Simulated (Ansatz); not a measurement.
Job for Ansatz (a quantum-chemistry and plane-wave program): R-HF/def2-TZVPP on F2Si (SMILES F[Si]F), atoms moved off the minimum.

Ansatz 0.2 input:
```yaml
crystal:
  periodic: [false, false, false]
  atoms:
    - {symbol: Si, position_ang: [0.00180111, -0.00203838, 0.68651817]}
    - {symbol: F, position_ang: [0.96894838, -0.68369013, -0.43296342]}
    - {symbol: F, position_ang: [-1.08331336, 0.78721770, -0.35933125]}
basis:
  gaussian:
    orbitals: def2-TZVPP
hamiltonian:
  xc: {name: HF}
scf: {lower_state_search: off}
output: {forces: true}
```

Output:

```
Functional definition: HF
[...]
these checks for a lower state are left out or cut short: stability, starts, cluster_reference, orbital_swaps, neighbouring_geometries, increment
integrals: 0.02 GiB planned
727 factors; their error is unknown
mean field: 0.18 GiB planned
mean field evaluation 1: about -13276.4641 eV, gradient 3.8e1 eV
mean field evaluation 2: about -13277.9285 eV, gradient 2.9e1 eV
mean field evaluation 4: about -13278.9969 eV, gradient 5.8e-1 eV
mean field evaluation 8: about -13279.2065 eV, gradient 3.5e-1 eV
mean field -13279.20658726 eV, -488.0018411123 hartree, gradient 7.2e-7 eV, S^2 0.000000; 0 other end points of the search recorded, 0 dependent functions left out
the calculation of the forces begins
reference -13279.20658726 eV, -488.0018411123 hartree; 16, 16 occupied and 88, 88 virtual orbitals, 727 factors
Total energy: -13279.20658726 eV, -488.0018411123 hartree
Atom 0 at     0.001801    -0.002038     0.686518 Å, force    -0.946747     0.713493    -3.253752 eV/Å
Atom 1 at     0.968948    -0.683690    -0.432963 Å, force    -1.129826     0.796620     1.278458 eV/Å
Atom 2 at    -1.083313     0.787218    -0.359331 Å, force     2.076572    -1.510113     1.975294 eV/Å
Dipole moment:     0.075070    -0.057891     0.381918 e Å
Checks for a lower state left out: stability, starts, cluster_reference, orbital_swaps, neighbouring_geometries, increment
```

The run converged.

Cost: about 0.7 core-seconds (a rough figure).
